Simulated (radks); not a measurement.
Task: Valence configurations of the gold ion Au+ (all share [Xe]). Calculated with a radial shooting solver on a logarithmic mesh with Libxc functionals: scalar-relativistic Kohn-Sham, BLYP, spin-polarised, spherical densities, finite nucleus; open shells are filled with parallel spins first (spin-orbit coupling, left out, can overturn this in heavy ions); Fermi nuclear charge, rms radius 5.4371 fm. Order these by energy: 4f14 5d10; 4f12 5d9 6p3; 4f13.5 5d10 6s0.5; 4f14 5d9 6p1; 4f14 5d9 6s1; 4f11 5d8 6s1 6p4; 4f13 5d10 6p1; 4f12 5d8 6s1 6p3; 4f12 5d8 6p4; 4f13 5d10 6s1.

Result: From the lowest, in eV above it: 4f14 5d10 0.000; 4f14 5d9 6s1 2.086; 4f14 5d9 6p1 9.246; 4f13.5 5d10 6s0.5 39.701; 4f13 5d10 6s1 82.587; 4f13 5d10 6p1 89.794; 4f12 5d9 6p3 210.98; 4f12 5d8 6s1 6p3 219.98; 4f12 5d8 6p4 231.60; 4f11 5d8 6s1 6p4 350.02. NIST lists [Xe] 4f14 5d10 as the ground configuration; this level of theory agrees among the configurations tried. The energies are those of spherical high-spin densities, not of single terms.
